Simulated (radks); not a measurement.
Q: Valence configurations of Re (all share [Xe]). All-electron calculation, scalar-relativistic Kohn-Sham, SCAN, spin-unpolarised, spherical densities, finite nucleus; meta-GGA in the generalised Kohn-Sham scheme; Fermi nuclear charge, rms radius 5.3698 fm. Program: a radial shooting solver on a logarithmic mesh with Libxc functionals. Order these by energy: 4f14 5d4 6s2 6p1; 4f14 5d3 6s2 6p2; 4f12 5d7 6s2; 4f12 5d5 6s2 6p2; 4f14 5d5 6s1 6p1; 4f14 5d4 6s1 6p2; 4f13 5d5 6s2 6p1; 4f12 5d3 6s2 6p4; 4f14 5d5 6s2; 4f14 5d6 6s1.

A: From the lowest, in eV above it: 4f14 5d5 6s2 0.000; 4f14 5d6 6s1 1.404; 4f14 5d4 6s2 6p1 5.252; 4f14 5d5 6s1 6p1 5.446; 4f14 5d4 6s1 6p2 11.264; 4f14 5d3 6s2 6p2 12.585; 4f13 5d5 6s2 6p1 48.329; 4f12 5d7 6s2 92.505; 4f12 5d5 6s2 6p2 110.22; 4f12 5d3 6s2 6p4 137.84. NIST lists [Xe] 4f14 5d5 6s2 as the ground configuration; this level of theory agrees among the configurations tried. The energies are those of spherical spin-averaged densities, not of single terms.
